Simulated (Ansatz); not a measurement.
Cartesian coordinates in Å:
```
C -0.1952 -0.1187 -0.5568
S 1.1236 0.5785 0.4846
Cu 0.4224 0.3050 2.4652
H 0.1312 0.0077 -1.5910
H -1.1394 0.4097 -0.4295
H -0.3425 -1.1823 -0.3725
```

Total charge 0; spin multiplicity 1.

Problem. List the PBE/def2-TZVPP orbital energies in eV (Ansatz 0.2.0). (Estimate.)

Solution. The calculation gave: Occupied: -8749.02, -2395.11, -1041.95, -913.86, -913.81, -913.77, -269.25, -207.99, -154.15, -154.06, -153.89, -112.10, -72.41, -72.19, -72.12, -18.56, -14.90, -10.21, -10.04, -8.82, -7.13, -6.59, -6.19, -6.06, -6.06, -5.56, -4.74. Lowest empty: -3.28, -0.59, 0.20, 1.19, 1.40, 2.17, 2.56, 2.78.
